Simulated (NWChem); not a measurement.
System: CH$_{3}$F$_{3}$OSi; SMILES O[Si](F)(F)CF

```xyz
9

O     -1.6025    -0.1518    -0.3202
Si    -0.0226    -0.4349    -0.0078
F      0.1139    -1.5592     1.1201
F      0.7383    -1.0092    -1.2938
C      0.7684     1.1854     0.5531
F      0.0128     2.2104    -0.0587
H     -1.7864     0.7933    -0.4413
H      1.8142     1.2962     0.2459
H      0.7138     1.3236     1.6397
```
Atoms are numbered in this order, from 1.

Computed with NWChem. Medium grid unless said otherwise, to which SCAN and Minnesota functionals are sensitive. The geometry was optimised at B3LYP/6-31G* (spherical d). Total energies of different functionals are on different scales.

```csv
level,energy (Ha),highest occupied level (eV),orbital gap (eV),dipole (D),relative time
PBE/def2-TZVP,-703.9759,-7.86,7.01,2.08,1
B3LYP/def2-TZVP,-704.5641,-9.30,9.16,2.15,1
M06-2X/def2-TZVP,-704.3819,-11.08,12.01,2.18,1
r2SCAN/def2-TZVP,-704.3380,-8.23,7.81,2.10,1
TPSSh/def2-TZVP,-704.5412,-8.64,8.45,2.07,1
CAM-B3LYP/def2-TZVP,-704.4455,-11.03,12.16,2.19,10
```

The last column is a rough cost ratio, cheapest run = 1.
